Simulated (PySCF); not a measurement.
# What a mistake does to a calculation on AlBH6NSi

These are calculations, not measurements. The program is PySCF 2.14.0, an open-source quantum chemistry code, run on an isolated molecule that a program drew, which may never have been made. The molecule is AlBH6NSi (charge 0, doublet), drawn as the SMILES string `[BH][AlH][NH][SiH3]`.

Each row is a Hartree-Fock (HF) and frozen-core CCSD(T) single point in the cc-pV(D+d)Z basis, meant for a local HF minimum. Run 1 is clean. Each other run has one planted mistake out of seven kinds, and not every kind appears here: one electron removed, one electron added, multiplicity raised by two, geometry at a saddle point, minimal basis STO-3G, one bond length entered in bohr, all coordinates scaled. The reference is restricted for singlets and unrestricted otherwise, and also for a bond in bohr. Adding or removing an electron swaps singlet and doublet. Electrons count all cores. HOMO and LUMO are orbital energies over both spins, the gradient is its largest component, and the lowest frequency (negative if imaginary) is given only where the gradient is small. Bond lengths are over the 9 bonds as drawn. T1 is the CCSD diagnostic: over 0.02 (restricted) or 0.045 (unrestricted) a single reference is doubtful.

Geometry of the clean run:
```xyz
10
AlBH6NSi, angstrom
B    -1.7811   -0.4712   -1.4205
Al   -0.0352   -1.2968   -0.6964
N     0.1664   -1.5634    1.0639
Si   -0.9029   -1.2335    2.3790
H    -2.7760    0.0077   -1.8617
H     1.1469   -1.7088   -1.6590
H     1.0451   -1.9714    1.3425
H    -1.2698   -2.4552    3.1373
H    -2.1390   -0.6444    1.8065
H    -0.3302   -0.2724    3.3540
```

| run | electrons | basis functions | <S^2> | HOMO (eV) | LUMO (eV) | gradient (hartree/bohr) | lowest frequency (cm^-1) | mean bond (Å) | longest bond (Å) | T1 | HF (hartree) | CCSD(T) (hartree) | mistake |
|---|---|---|---|---|---|---|---|---|---|---|---|---|---|
| 1 | 45 | 104 | 0.759 | -8.14 | 1.06 | 3.3e-05 | 98 | 1.5344 | 2.063 | 0.0138 | -613.46226 | -613.92452 | no fault |
| 2 | 45 | 34 | 0.766 | -5.55 | 7.42 | 3.8e-02 | - | 1.5344 | 2.063 | 0.0156 | -606.15559 | -606.34494 | minimal basis STO-3G |
| 3 | 44 | 104 | 0.000 | -14.82 | -6.24 | 5.8e-02 | - | 1.5344 | 2.063 | 0.0223 | -613.19977 | -613.65191 | one electron removed |
| 4 | 45 | 104 | 3.761 | -8.64 | -1.11 | 1.3e-02 | - | 1.5344 | 2.063 | 0.0229 | -613.36088 | -613.80880 | ? |
| 5 | 46 | 104 | 0.000 | -0.21 | 6.75 | 4.2e-02 | - | 1.5344 | 2.063 | 0.0162 | -613.43174 | -613.93369 | ? |

**Which mistake was planted in run 4, and what did it cost?**

Electrons, basis and geometry are unchanged, and <S^2> is 3.761, beside S(S+1) = 3.75 for a multiplicity of 4. So the mistake is: multiplicity raised by two. Subtracting run 1 and multiplying by 627.51 kcal/mol a hartree, the energy moved by 63.6 kcal/mol in HF and 72.6 kcal/mol in CCSD(T).

**Which mistake was planted in run 5, and what did it cost?**

It counts 46 electrons, one more than the clean run, at the same geometry and basis. So the mistake is: one electron added. Subtracting run 1 and multiplying by 627.51 kcal/mol a hartree, the energy moved by 19.2 kcal/mol in HF and -5.8 kcal/mol in CCSD(T).

Cautions from the logs. Run 3: T1 is over the limit, so its CCSD(T) energy is less reliable.
